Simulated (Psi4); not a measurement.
**MP2, SCS-MP2 and SOS-MP2 from spin components**

System: H4BO2P (SMILES OB(O)P), singlet, at a GFN2-xTB geometry. Level: Psi4 1.11 with MP2/def2-SVP. Sums are taken with unrounded values, so a last digit can differ.

Psi4 was given this input:
```
memory 2 GB

molecule {
0 1
  B    -0.37572431    0.05195044   -0.32115447
  O    -1.02593490   -1.06706638   -0.69714595
  H    -1.76833739   -0.99388756   -1.30062050
  O    -0.66613303    1.30125093   -0.73498187
  H    -1.39963745    1.43299932   -1.33939212
  P     1.00654214   -0.13707633    0.99153107
  H     1.89406499    0.73952063    0.39898294
  H     1.59094265   -1.25571601    0.43085858
}

set basis def2-svp
set freeze_core true

energy('mp2')
print_variables()
```

It gave an SCF energy of -517.339743 Eh, a same-spin correlation energy of -0.145151 Eh and an opposite-spin one of -0.429325 Eh.

Question: Work out the MP2, SCS-MP2 (6/5 and 1/3) and SOS-MP2 (1.3 and 0) correlation and total energies.

Answer: MP2: -0.429325 + (-0.145151) = -0.574477 Eh, total -517.914219 Eh, as the program printed. SCS-MP2: 1.2 × (-0.429325) + (-0.145151)/3 = -0.563574 Eh, total -517.903317 Eh. SOS-MP2: 1.3 × (-0.429325) = -0.558123 Eh, total -517.897866 Eh. Opposite spins carry 75 % of the MP2 correlation; same-spin pairs are already kept apart by exchange.
